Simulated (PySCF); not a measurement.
## How methods differ on the excitation energy of N(2+)

N(2+) [He] 2s2 2p1 (2P) → N(2+) [He] 2s1 2p1 3s1 (4P), as a difference of total energies. All numbers are calculated (PySCF 2.14, scalar relativity by spin-free X2C-1e, in dyall-acv3z (15s9p4d2f, 76 functions)). Correlated levels: valence: 1s2 frozen; valence and next inner shell: nothing frozen; virtual orbitals above 40 to 60 times the deepest correlated orbital energy dropped. The calculations carry no spin-orbit coupling.

| method | excitation energy (eV) |
| --- | --- |
| UHF | 33.612 |
| LDA | 34.803 |
| PBE | 34.786 |
| PBE0 | 34.802 |
| r2SCAN | 34.641 |
| B3LYP | 35.266 |
| M06-2X | 35.424 |
| BP86 | 34.994 |
| HSE06 | 34.798 |
| MP2 (valence) | 34.980 |
| SCS-MP2 (valence) | 35.375 |
| MP2 (valence and next inner shell) | 35.033 |
| SCS-MP2 (valence and next inner shell) | 35.418 |

Problem. How much does correlation contribute at MP2 (valence and next inner shell)?

Solution. 35.033 − (33.612) = 1.421 eV, measured against UHF.

The promoted electron is Rydberg-like, and one or two diffuse shells describe it only roughly, which tends to raise the upper state.
